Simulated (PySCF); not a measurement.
Match the calculated data to a structure.

All candidates are C9H10O.

- 13C NMR: chemical shifts (computed TMS as zero) by class: 158.9 (1 C), 137.2 (1 C), 136.5 (1 C), 134.0 (1 C), 132.7 (1 C), 127.4 (1 C), 123.7 (1 C), 120.8 (1 C), 23.2 (1 C) ppm [GIAO PBE0/pcSseg-1]
- NMR, other nuclei: isotropic shieldings of nuclei other than C and H, by class: 221 (1 O) ppm [GIAO PBE0/pcSseg-1]
- Rotational structure: rotational constants A, B, C: 1.910, 1.178, 0.738 GHz [GFN2-xTB]
- Dipole: 1.33 D [PBE0/pcSseg-1]
- 1H NMR: chemical shifts (computed TMS as zero) by class: 7.48 (1 H), 7.39 (1 H), 7.15 (1 H), 6.93 (1 H), 6.04 (1 H), 5.66 (1 H), 4.81 (1 H), 2.42 (3 H) ppm [GIAO PBE0/pcSseg-1]

Electronic properties: PySCF, gas phase, density fitting. Levels stand in brackets. Geometry: GFN2-xTB, one conformer, isolated molecule. Each NMR value is the plain mean over a class of atoms that symmetry, rotation or inversion makes alike.

Question: Which candidate is it?
A. `C=C/C=C(\C)c1ccco1`
B. `C=CCOc1ccccc1`
C. `C=Cc1cc(C)ccc1O`

Answer: C. It is `C=Cc1cc(C)ccc1O`. Numbering: `[CH2:1]=[CH:2][c:3]1[cH:4][c:5]([CH3:6])[cH:7][cH:8][c:9]1[OH:10]`. Its formula, C9H10O, gives 5 degrees of unsaturation: 1 ring and 4 π bonds in the structure found (Kekulé form). 9 carbons fall into 9 classes; from least to most shielded: aromatic carbon bearing oxygen [C9] (158.9 ppm), alkene CH carbon [C2] (137.2 ppm), aromatic CH carbon [C7] (136.5 ppm), substituted aromatic carbon [C5] (134.0 ppm), aromatic CH carbon [C4] (132.7 ppm), substituted aromatic carbon [C3] (127.4 ppm), terminal =CH2 carbon [C1] (123.7 ppm), aromatic CH carbon [C8] (120.8 ppm), benzylic-type carbon [C6] (23.2 ppm). Hydrogen classes from least to most shielded: 1 H on an aromatic CH carbon, C4 (7.48 ppm), 1 H on an aromatic CH carbon, C7 (7.39 ppm), 1 H on an aromatic CH carbon, C8 (7.15 ppm), 1 H on an alkene CH carbon, C2 (6.93 ppm), 1 H on a terminal =CH2 carbon, C1 (6.04 ppm), 1 H on a terminal =CH2 carbon, C1 (5.66 ppm), 1 H on a phenol-type oxygen, O10 (4.81 ppm), 3 H on a benzylic-type carbon, C6 (2.42 ppm, a mean of values up to 0.5 ppm apart in this geometry). The other shieldings belong to: 221 ppm, phenol-type oxygen [O10]. The optimised geometry has point group C1 and is an asymmetric top.

The others, at the same levels:
- `C=C/C=C(\C)c1ccco1` fails: its computed 13C shifts are 162.3 (1 C), 146.9 (1 C), 139.9 (1 C), 132.2 (1 C), 132.1 (1 C), 125.3 (1 C), 118.7 (1 C), 114.0 (1 C), 14.7 (1 C) ppm, 1H shifts are 7.51 (1 H), 7.14 (1 H), 7.05 (1 H), 6.67 (1 H), 6.56 (1 H), 5.70 (1 H), 5.52 (1 H), 2.14 (3 H) ppm and rotational constant A is 3.168 GHz (against 1.910 GHz).
- `C=CCOc1ccccc1` fails: it has 7 carbon classes against 9; its computed 13C shifts are 164.6 (1 C), 143.9 (1 C), 135.1 (2 C), 125.2 (1 C), 120.9 (1 C), 119.3 (2 C), 69.8 (1 C) ppm, 1H shifts are 7.59 (2 H), 7.18 (1 H), 7.02 (2 H), 6.41 (1 H), 5.55 (1 H), 5.45 (1 H), 4.99 (2 H) ppm and rotational constant A is 3.421 GHz (against 1.910 GHz).

Each candidate is one conformer, not necessarily the lowest. The conformers computed, where there is a choice (atom-mapped SMILES and torsion angles):
- `[CH2:1]=[CH:2][c:3]1[cH:4][c:5]([CH3:6])[cH:7][cH:8][c:9]1[OH:10]`: C1–C2–C3–C4 -32°, H–O10–C9–C8 177°
- `[CH2:1]=[CH:2]/[CH:3]=[C:4](\[CH3:5])[c:6]1[cH:7][cH:8][cH:9][o:10]1`: C1–C2–C3–C4 180°, C3–C4–C6–C7 180°
- `[CH2:1]=[CH:2][CH2:3][O:4][c:5]1[cH:6][cH:7][cH:8][cH:9][cH:10]1`: C1–C2–C3–O4 150°, C2–C3–O4–C5 72°, C3–O4–C5–C6 5°
